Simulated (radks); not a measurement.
Species: the aluminium ion Al6+. Configuration: [He] 2s2 2p3 (the NIST ground configuration).

Method: Dirac Kohn-Sham, PBEsol, spin-unpolarised, spherical densities, finite nucleus; open shells fill j = l - 1/2 first; Fermi nuclear charge, rms radius 3.061 fm; computed with a radial shooting solver on a logarithmic mesh with Libxc functionals.

Energy parts (eV):
total: -6064.202
kinetic: 6083.063
electron-nucleus: -13423.925
Hartree: 1647.074
exchange-correlation: -370.414

Orbitals (lengths in bohr, moments of r in powers of bohr; r(90%) holds 90 % of the orbital's charge):
orbital,occ.,eigenvalue (eV),r(90%),small-component weight
1s1/2,2,-1688.890,0.214,2.11e-03
2s1/2,2,-250.4804,0.881,3.51e-04
2p1/2,2,-216.6258,0.843,3.34e-04
2p3/2,1,-216.0348,0.845,3.33e-04
3s1/2,0,-84.1455,2.20,1.05e-04
3p1/2,0,-75.0373,2.27,9.80e-05
3p3/2,0,-74.9214,2.28,9.78e-05

The highest occupied level is 2p3/2 at -216.03 eV. For comparison, the ionisation energy in NIST's Atomic Spectra Database is 241.8 eV (semi-empirical). In exact Kohn-Sham theory the highest level is minus the ionisation energy, but local and semilocal functionals leave it too shallow, through self-interaction and a potential that decays too fast; potentials with the right tail come closer. Summed over all electrons, <r^2> = 1.776 bohr^2, which gives a Langevin (diamagnetic) susceptibility term of -1.41 x 10^-6 cm^3/mol.

Run on one thread of a shared host, so times are rough (Arm Neoverse N1): 0.07 s of CPU time, 0.07 s wall, 13 iterations on 2189 mesh points.

Beside tabulated values, note that spin-unpolarised runs miss the spin-polarisation part of the exchange energy of open shells.
